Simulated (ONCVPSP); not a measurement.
## Logarithmic derivatives: Be (Z = 4), ONCV

ONCVPSP 4.0.1 input, shortened (lines: element, Z, core and valence counts, functional; n l f; lmax; l rc ep ncon nbas qcut; lloc lpopt rc5 dvloc0; l nproj debl; icmod fcfact rcfact), PBEsol, scalar-relativistic:

```
  Be 4.00    0    3  -116133      upf
    1    0    2.00
    2    0    1.50
    2    1    0.50
    2
    0    0.85    0.00    4    9   14.80
    1    4.00    0.00    5   10    3.80
    2    3.10    0.13    4    7    3.60
    4    5    0.55    3.00
    0    2    2.60
    1    1    2.00
    2    2    2.70
    0    0.00    0.00
```

The phase is arctan(r·R′/R) of the radial function R(r), unwrapped; energies in Ha, scanned from -5 to 5 Ha. A pole is an energy at which the radial function vanishes at the test radius. The pseudo phase is shifted by a multiple of π to meet the all-electron one at the reference energy, and phase errors are pseudo minus all-electron; the curves can meet again beyond the range given. Levels narrower than the energy grid can be missing from the lists of poles.

Task: For each channel, where are the poles, and over which energies does the pseudopotential scatter like the atom?

Result:

```csv
channel,radius (bohr),reference energy (Ha),"poles, all-electron","poles, pseudo",unbroken range about the reference energy with phases within 0.05 rad,phase error 1 Ha above the reference energy (rad)
s,0.86,-0.21,-3.05,-3.05,the whole range,+0.000
p,4.07,-0.08,"0.03, 0.98, 2.56, 4.78","0.03, 0.79, 1.44, 4.14",below 0.2,-2.160
d,3.14,0.13,"1.08, 3.33","1.09, 3.34",below 1.8,+0.002
```

Phases in the s channel:

| E (Ha) | all-electron | pseudo |
| --- | --- | --- |
| -4.96 | -0.195 | -0.195 |
| -4.48 | -0.776 | -0.776 |
| -4.00 | -1.183 | -1.183 |
| -3.52 | -1.423 | -1.423 |
| -3.04 | -1.574 | -1.574 |
| -2.56 | -1.682 | -1.682 |
| -2.08 | -1.768 | -1.768 |
| -1.60 | -1.842 | -1.842 |
| -1.12 | -1.913 | -1.913 |
| -0.64 | -1.985 | -1.985 |
| -0.16 | -2.062 | -2.062 |
| 0.32 | -2.150 | -2.150 |
| 0.80 | -2.252 | -2.252 |
| 1.28 | -2.376 | -2.376 |
| 1.76 | -2.529 | -2.529 |
| 2.24 | -2.717 | -2.717 |
| 2.72 | -2.940 | -2.939 |
| 3.20 | -3.186 | -3.184 |
| 3.68 | -3.430 | -3.428 |
| 4.16 | -3.649 | -3.647 |
| 4.64 | -3.831 | -3.829 |
